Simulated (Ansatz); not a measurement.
The cluster IrO2⁺, relaxed as a singlet with RKS B3LYP-D4/def2-TZVP in Ansatz, starting from the GFN2-xTB geometry. Force threshold 0.02 eV/Å.

In the def2 sets Ir takes a core potential; there is no spin–orbit coupling. The restricted singlet is unstable towards broken spin symmetry at other levels; at B3LYP-D4/def2-TZVP this wasn't settled. The structure comes from a short search, and lower isomers may exist.

Start:

Cartesian coordinates in Å:
```
Ir 0.021 -0.037 0.487
O -1.426 0.123 -0.173
O 1.404 -0.086 -0.314
```

Q: Estimate the energy that the relaxation releases and the steps that it takes.

A: 11.0 kcal/mol, in 6 steps; 6 s on 4 threads of Arm Neoverse V1 on a shared host. No frequencies were taken in this run, so the end may be a saddle point.

Q: Does the start keep its bonding and symmetry?

A: By distances, no bond broke or formed. The bond that changes most is Ir1–O3, from 1.60 to 1.67 Å (atoms count from 1). Point group C2v at the start, C2v at the end, both within 0.05 Å.

Q: Predict the relaxed structure.

A: 
```xyz
3

Ir    0.0152   -0.0261    0.3464
O    -1.5890    0.1297   -0.0948
O     1.5738   -0.1036   -0.2516
```
Bond lengths: 2 × Ir–O 1.67 Å.
